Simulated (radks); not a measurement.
Coulomb parameter of the 4d shell of the ruthenium ion Ru2+ in the model configuration [Kr] 4d4.5 5p1.5, as a second difference U = [E(n + 0.5) + E(n - 0.5) - 2 E(n)] / (0.5)^2 with all orbitals relaxed. "Bare": the charge of the atom changes with n. "Screened": the 5p shell takes up the change at fixed total charge, which measures U(4d,4d) + U(5p,5p) - 2 U(4d,5p). Calculated with a radial shooting solver on a logarithmic mesh with Libxc functionals: scalar-relativistic Kohn-Sham, PBE, spin-unpolarised, spherical densities, finite nucleus; Fermi nuclear charge, rms radius 4.4809 fm.

case	configuration	E - E(n) (eV)
start	[Kr] 4d4.5 5p1.5	0.000
bare +0.5	[Kr] 4d5 5p1.5	-13.877
bare -0.5	[Kr] 4d4 5p1.5	17.121
screened +0.5	[Kr] 4d5 5p1	-7.022
screened -0.5	[Kr] 4d4 5p2	7.734

U(bare) = 12.976 eV, U(screened by 5p) = 2.848 eV, against the Slater integral F0(4d,4d) = 17.189 eV with frozen orbitals.
